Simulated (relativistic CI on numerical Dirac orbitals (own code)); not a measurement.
## Ligand-field terms of d9

Computed with a parametric ligand-field model of a d^n configuration (Racah B and C, spin-orbit zeta, crystal field), exact diagonalisation.

Field parameters in Wybourne normalisation: Oh B⁴₀ = 21Dq, B⁴₄ = √(5/14) B⁴₀. The field is a parameter set, without covalency.

Ground term and bands for B = 320, C = 1560, ζ = 0 cm⁻¹, Oh, 10Dq = 12480 cm⁻¹?

Ground term 2E with 3.00 electrons in the two orbitals of the cubic e set. Spin-allowed: 2T2 12480 cm⁻¹ (801 nm). Lowest spin-forbidden: none.

Ground term and bands for B = 320, C = 1560, ζ = 0 cm⁻¹, Oh, 10Dq = 6720 cm⁻¹?

Ground term 2E with 3.00 electrons in the two orbitals of the cubic e set. Spin-allowed: 2T2 6720 cm⁻¹ (1488 nm). Lowest spin-forbidden: none.

Ground term and bands for B = 320, C = 1560, ζ = 0 cm⁻¹, Oh, 10Dq = 960 cm⁻¹?

Ground term 2E with 3.00 electrons in the two orbitals of the cubic e set. Spin-allowed: 2T2 960 cm⁻¹. Lowest spin-forbidden: none.

Ground term and bands for B = 320, C = 1560, ζ = 0 cm⁻¹, Oh, 10Dq = 3520 cm⁻¹?

Ground term 2E with 3.00 electrons in the two orbitals of the cubic e set. Spin-allowed: 2T2 3520 cm⁻¹ (2841 nm). Lowest spin-forbidden: none.

Ground term and bands for B = 320, C = 1560, ζ = 0 cm⁻¹, Oh, 10Dq = 13760 cm⁻¹?

Ground term 2E with 3.00 electrons in the two orbitals of the cubic e set. Spin-allowed: 2T2 13760 cm⁻¹ (727 nm). Lowest spin-forbidden: none.
